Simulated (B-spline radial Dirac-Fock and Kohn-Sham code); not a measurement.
## Binding energies of Au³⁺ at several levels of theory

System: the Au³⁺ ion, configuration [Xe] 4f14 5d7 6p1 (not the ground configuration).

The density-functional columns are spherical, spin-unpolarised Dirac-Kohn-Sham results without Breit or QED terms: −ε is minus the orbital energy of the initial state and ΔSCF the difference of two total energies. The reference in the last column comes from ΔSCF Dirac-Fock with Breit, self-energy and vacuum polarisation, finite nucleus, configuration average. All numbers are from an atomic code on a B-spline grid, in eV; a selection of levels is shown. The Kohn-Sham columns are given as differences from the reference. For the 1s level of heavy atoms much of the gap between ΔSCF and the reference is the Breit and QED part, -435.2 eV here; for other levels the error of the functional can be larger.

```
level  LDA −ε − DF  LDA ΔSCF − DF  Dirac-Fock
   1s       -185.4         +424.0     80773.0
   2s       -169.6          -55.9     14415.0
2p1/2       -116.5          +30.5     13787.6
2p3/2       -135.2          -11.9     11972.9
   3s        -93.0          -58.8      3487.1
3p1/2        -73.8          -37.0      3208.1
3p3/2        -73.4          -40.4      2803.1
3d5/2        -52.5          -14.2      2260.3
   4s        -52.1          -35.8       821.3
4p1/2        -43.8          -27.5       701.9
4p3/2        -43.5          -28.0       604.4
4d5/2        -30.6          -15.6       390.8
4f5/2        -12.6           +1.8       138.5
4f7/2        -12.7           +1.5       134.8
   5s        -16.1           -6.7       166.3
5p1/2        -11.5           -2.5       125.1
5p3/2        -11.6           -3.2       108.1
   5d         -5.6           +1.6       50.78
   6p         -2.1           +1.9       28.14
```

Values without a named source are computed, but for edge energies of neutral atoms, which are taken from tables.
